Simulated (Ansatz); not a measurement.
**Question.** Name a neutral molecule of C, F, Si, Zr and H with HOMO–LUMO gap (PBE0/def2-TZVPP) between 6.20 and 6.50 eV and HOMO energy (PBE0/def2-TZVPP) between -7.85 and -7.55 eV (Ansatz, PBE0-D4/def2-TZVP geometry).

**Answer.** `[CH3][Zr]1234([F])([F])[C@@H]5[C@H]1[C@H]2[C@@]3([SiH3])[C@@H]54` (6.38 eV, -7.65 eV). Other molecules can fit too; these were computed, each in one conformer that needn't be the lowest.
